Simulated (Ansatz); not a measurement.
Start from `[Cl][Al]1[CH2][O]1` and change one atom or group to get `N[BH][Al]1[CH2][O]1`.

Ansatz, PBE0-D4/def2-TZVP geometries, multiplicity 1. Each molecule was computed in one conformer, which needn't be the lowest.

| property | `[Cl][Al]1[CH2][O]1` |
| --- | --- |
| HOMO–LUMO gap (B3LYP/def2-TZVPP) / eV | 4.83 |
| HOMO energy (PBE0/def2-TZVPP) / eV | -6.85 |
| HOMO–LUMO gap (PBE0/def2-TZVPP) / eV | 5.30 |
| HOMO–LUMO gap (PBE/def2-TZVPP) / eV | 3.19 |
| LUMO energy (PBE/def2-TZVPP) / eV | -2.40 |
| LUMO energy (B3LYP/def2-TZVPP) / eV | -1.81 |

Problem. What does the change do to each property? (An estimate is asked.)

Solution. Ansatz gave: 
```
                             property  `N[BH][Al]1[CH2][O]1`  shift
HOMO–LUMO gap (B3LYP/def2-TZVPP) / eV                   4.10  -0.73
   HOMO energy (PBE0/def2-TZVPP) / eV                  -5.89   0.96
 HOMO–LUMO gap (PBE0/def2-TZVPP) / eV                   4.47  -0.83
  HOMO–LUMO gap (PBE/def2-TZVPP) / eV                   2.53  -0.66
    LUMO energy (PBE/def2-TZVPP) / eV                  -2.22   0.18
  LUMO energy (B3LYP/def2-TZVPP) / eV                  -1.60   0.21
```

With PBE0 the HOMO rises by 0.96 eV and the LUMO rises by 0.13 eV, so the gap narrows by about 0.83 eV. PBE moves the HOMO by 0.84 eV and ωB97M-V by 1.02 eV. The zero-point energy changes by 102.3 kJ/mol with +12 modes.

B3LYP here is the variant with VWN-RPA as its local correlation; programs differ in this.
